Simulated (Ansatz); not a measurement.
Consider the atomization: `F[SiH2][BH][SnH3]` → B• + F• + 6 H• + Si• + Sn•.

Calculated with Ansatz (gas phase, PBE0-D4/def2-TZVP geometries, no zero-point term in ΔE). CCSD(T)/CBS adds triple-zeta CCSD(T) − MP2 to the extrapolated MP2 energy (def2 sets, frozen cores). This one scheme is used for every species, atoms too. No spin–orbit coupling; open shells (•) take unrestricted orbitals. Spin–orbit coupling would lower the free atoms: a little for B, F, Si; strongly for Sn. def2 core potentials past Kr. Bonds to Sn are less sure, by a few kJ/mol each and by 10 to 20 or more in all where they break to atoms, as the def2 sets lack core-valence functions. One conformer a species, not always the lowest.

```csv
species,CCSD(T)/CBS(def2) energy (Eh)
`F[SiH2][BH][SnH3]`,-631.29744
B•,-24.60433
F•,-99.66871
H•,-0.50000
Si•,-288.94402
Sn•,-213.97081
```

Work out ΔE.

ΔE = 6 × (-0.50000) + (-24.60433) + (-99.66871) + (-288.94402) + (-213.97081) − (-631.29744) = 1.10957 Eh = +2913.2 kJ/mol.

Largest T1 diagnostic among the species: 0.014.

The D4 term adds +32.5 kJ/mol with B3LYP and +17.1 kJ/mol with PBE0; it sums over pairs of atoms, weighted by their polarisabilities, and B3LYP, whose exchange is more repulsive, gets the larger term. From r2SCAN to r2SCAN0 (25 % exact exchange), in def2-TZVPP and without D4, ΔE moves by −33.1 kJ/mol: exact exchange takes away binding that semilocal exchange gives to molecules. At CCSD(T), def2-SVP lies −212.2 kJ/mol from the extrapolated value and def2-TZVPP −71.5 kJ/mol: correlation converges slowly with the basis, and small sets miss more of it in the bonded molecule than in its fragments.

B3LYP here is the variant with VWN-RPA as its local correlation; programs differ in this.

For atomizations the MP2-based limit and the directly extrapolated one differ by several kJ/mol either way, and by 10 to 25 for some Ge, Se and Sn compounds, so smaller differences from it don't rank the levels.
